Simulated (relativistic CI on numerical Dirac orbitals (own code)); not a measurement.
## Radial parameters of Gd IV

These numbers are calculated, not measured: Dirac-Coulomb-Breit CI, KLI orbitals optimised for each configuration, model QED, valence Slater integrals scaled by 0.85, P86 correlation energy added to each configuration (own radial code, finite nucleus).

Slater integrals F^k, G^k are unscaled and averaged over j, outside the closed core [Xe]; ζ comes from projecting the Hamiltonian with its Breit term on Σ l·s of the shell.

- 4f7: F^2(4f,4f) = 113140, F^4(4f,4f) = 70755, F^6(4f,4f) = 50838, ζ(4f) = 1506.3 cm⁻¹; <r>(4f) = 0.8493, <r^2>(4f) = 0.9294 (bohr units).
- 4f6 6s: F^2(4f,4f) = 120670, F^4(4f,4f) = 75847, F^6(4f,4f) = 54605, ζ(4f) = 1619.3, G^3(4f,6s) = 3519.4 cm⁻¹; <r>(4f) = 0.8035, <r^2>(4f) = 0.8138, <r>(6s) = 3.073, <r^2>(6s) = 10.5 (bohr units).
- 4f6 7s: F^2(4f,4f) = 120930, F^4(4f,4f) = 76024, F^6(4f,4f) = 54736, ζ(4f) = 1619.6, G^3(4f,7s) = 1274.9 cm⁻¹; <r>(4f) = 0.8017, <r^2>(4f) = 0.8085, <r>(7s) = 5.653, <r^2>(7s) = 35.68 (bohr units).

Correlation outside the listed configurations is missing or only estimated: errors of thousands of cm⁻¹ between configurations and terms are usual at this charge. Rates and lifetimes follow the computed energies and can be off by large factors. The fine structure of a lone outer electron comes out too small, for d and f at times inverted, and misplaced configurations move strength between like terms.

Averages of the first 4 configurations, taken without configuration mixing, which lowers the lowest level and can move excited configurations by several eV; other configurations of the list can lie among them:

```json
{"Configuration": "4f7", "Parity": "odd", "States": "3432", "Average energy above the lowest level (eV)": "11.0"}
{"Configuration": "4f6 6s", "Parity": "even", "States": "6006", "Average energy above the lowest level (eV)": "24.2"}
{"Configuration": "4f6 7s", "Parity": "even", "States": "6006", "Average energy above the lowest level (eV)": "37.1"}
{"Configuration": "4f5 6s2", "Parity": "odd", "States": "2002", "Average energy above the lowest level (eV)": "47.2"}
```
